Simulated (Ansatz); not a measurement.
Molecule: sum formula SiHCl (charge 0, triplet). This is an excited triplet: at this geometry the singlet lies 1.19 eV lower at CCSD(T)/CBS(aug-cc-pV(T+d)Z,aug-cc-pV(Q+d)Z). 
Structure (B3LYP-D3(BJ)/def2-TZVP (Ansatz, a program for electronic structure) minimum search):
```xyz
3

Si     0.8439    -0.2114     0.6354
H      2.0691    -0.5813    -0.1310
Cl    -0.8167     0.2083    -0.5156
```
Charge 0, spin multiplicity 3.

Parts of the frozen-core correlation energy in cc-pV(D+d)Z (Ansatz, hartree). Frozen orbitals: 10; correlated occupied orbitals by spin: 7 and 5; virtual: 34 and 36. UHF or UKS for open shells. No spin-orbit coupling. No relativistic terms.

| term | value |
|---|---|
| reference (HF) | -748.98773 |
| MP2 opposite-spin | -0.14802 |
| MP2 same-spin | -0.05212 |
| CCSD correlation | -0.22828 |
| (T) | -0.00579 |
| CCSDT minus CCSD(T) | -0.00090 |
| T1 diagnostic | 0.017 |
| largest doubles amplitude | 0.033 |
| <S^2> of the reference | 2.006 |
